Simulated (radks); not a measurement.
Results of a calculation; reference values are marked as such.
The mean radii <r> (bohr) of the occupied orbitals of an atom or ion are listed with their occupations. Code: a radial shooting solver on a logarithmic mesh with Libxc functionals. Model: Dirac Kohn-Sham, PBEsol, spin-unpolarised, spherical densities, finite nucleus; Fermi nuclear charge, rms radius of each element as measured or else 0.836 A^(1/3) + 0.57 fm.

orbital  occ.      <r>
1s1/2       2  0.06963
2s1/2       2   0.3246
2p1/2       2   0.2877
2p3/2       4   0.2904
3p1/2       2    1.015
3p3/2       4    1.021
3d3/2       2    1.125

Name the element and its charge. Open shells, if any, fill j = l - 1/2 first.

Answer. Z = 22, titanium, charge +4: Ti4+ in [Ne] 3p6 3d2. The 1s radius gives Z: for a bare nucleus <r> = (2 gamma + 1)/(2Z) with gamma = sqrt(1 - (Z/c)^2), 0.06759 bohr for Z = 22, and screening makes it slightly larger (0.06963 here). The occupations add up to 18, and the charge is Z minus that.
